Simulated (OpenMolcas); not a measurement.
# Tb III: effect of correlating more closed shells

* Program: OpenMolcas
* Basis: ANO-RCC-VTZP [8s7p5d3f2g1h]
* Scalar Hamiltonian: DKH2, point nucleus
* Active space: 9 electrons in 7 orbitals (4f)
* State averaging: 2S+1 = 6 odd, 21 roots; 2S+1 = 4 odd, 224 roots (128 in the spin-orbit step); 2S+1 = 2 odd, 249 roots kept (CI in the orbitals of an earlier block, 143 in the spin-orbit step)
* Spin-orbit coupling: RASSI with atomic mean-field integrals over the reference wave functions, term energies averaged over their components

Methods on the same reference wave functions:
A. CASSCF
B. MS-CASPT2, IPEA 0.25 Eh, imaginary shift 0.1 Eh (closed shells correlated: 5s 5p)
C. MS-CASPT2, IPEA 0.25 Eh, imaginary shift 0.1 Eh (closed shells correlated: 4d 5s 5p)

Energies in cm⁻¹ above 4f⁹ ⁶H°_15/2, the measured ground level; measured values from Martin, Zalubas and Hagan, Atomic Energy Levels: The Rare-Earth Elements, NSRDS-NBS 60 (1978).

```
                 Level      A      B      C  Measured
          4f⁹ ⁶H°_15/2    0.0    0.0    0.0       0.0
          4f⁹ ⁶H°_13/2   2908   2960   2970      2805
          4f⁹ ⁶H°_11/2   5031   5030   5030      4735
           4f⁹ ⁶H°_9/2   6680   6650   6660      6258
           4f⁹ ⁶H°_7/2   7970   7920   7920      7422
          4f⁹ ⁶F°_11/2   8816   6790   6520      6470
           4f⁹ ⁶H°_5/2   8945   8880   8890      8286
           4f⁹ ⁶F°_9/2  10076   7970   7700      7622
           4f⁹ ⁶F°_7/2  11664   9580   9310          
           4f⁹ ⁶F°_5/2  12870  10780  10500     10220
           4f⁹ ⁶F°_3/2  13618  11470  11190          
           4f⁹ ⁶F°_1/2  14068  11900  11620          
 4f⁹ ⁴F°_9/2(1) [68 %]  22185  19090  18750          
4f⁹ ⁴I°_15/2(1) [61 %]  22874  20650  19880          
       4f⁹ ⁴G°_11/2(1)  24574  21290  20860          
          4f⁹ ⁴M°_21/2  24847  24260  22830          
4f⁹ ⁴I°_13/2(1) [74 %]  25882  23510  22760          
   4f⁹ ⁴M°_19/2 [62 %]  26207  25210  23770          
 4f⁹ ⁴F°_7/2(1) [63 %]  26382  23160  22800          
       4f⁹ ⁴I°_11/2(1)  28024  25570  24860          
        4f⁹ ⁴I°_9/2(1)  29317  26740  26060          
   4f⁹ ⁴M°_17/2 [51 %]  29391  28170  26860          
 4f⁹ ⁴G°_9/2(1) [65 %]  30223  27010  26580          
   4f⁹ ⁴L°_19/2 [60 %]  31182  29590  28120
```

Deviations, from unrounded energies. A percentage is the sum of absolute deviations over the sum of measured energies, with the sign that they share, or ± where signs differ.

```json
{"Against measurement": "mean absolute deviation (cm-1)", "Levels": "8", "A": "1200", "B": "390", "C": "300"}
{"Against measurement": "fine structure of the ground term (%)", "Levels": "5", "A": "+6.9", "B": "+6.5", "C": "+6.7"}
{"Against measurement": "other terms of the ground configuration (%)", "Levels": "3", "A": "+30.6", "B": "+5.0", "C": "+1.7"}
```

C lies closest to measurement on these levels and A furthest from it. The largest miss of C in the table is 4f⁹ ⁶H°_5/2, by +600 cm-1. The ranking rests on the paired levels alone, and a cruder setting can come out closer through cancelling errors.

Between B and C the level of the table that moves most is 4f⁹ ⁴L°_19/2 [60 %], by 1500 cm-1 (lowest in C, highest in B). Moves below CASPT2's spread within the term are not significant.

The mean deviations of B to C differ by less than CASPT2's widest spread within a term (500 cm-1), so their order carries little weight.

From A to B the spin-free energies of the other terms of 4f⁹ shown, above ⁶H°, scale by factors of 0.69 to 0.97.

The lowest spin-free term lies below A's lowest term by 0.794 hartree in B, 1.315 hartree in C.

What an inner shell adds also hangs on whether the basis holds functions to correlate it.

Term energies are means over components that CASPT2 splits; among the terms shown or strongly mixed into the levels shown the widest spread is 500 cm-1 (4f⁹ ⁶H°, C). High states are left out of the spin-orbit mixing, which shifts the levels that they would mix with. Without dynamic correlation excited terms often stand tens of per cent too high (terms of higher spin than the ground term too low), and those without a measured partner can miss by more than the paired ones (holds for A). Blocks of more than 70 roots (2S+1 = 4 odd, 2 odd) ran without multistate coupling (holds for B; C). Computed and measured levels are paired by configuration, term and J; levels that our copy of the source lacks, or whose pairing is in doubt (as where it misses far off the trend of its configuration), stay unpaired and out of the deviations. Only configurations of the active space appear. The table leaves out levels that lie high or whose names do not pair safely across all columns.

A share in square brackets marks a mixed level and gives the weight of the term that names it, the lowest over the columns. A number in round brackets counts repeated terms of one configuration in the order of the reference energies. ° marks odd parity.
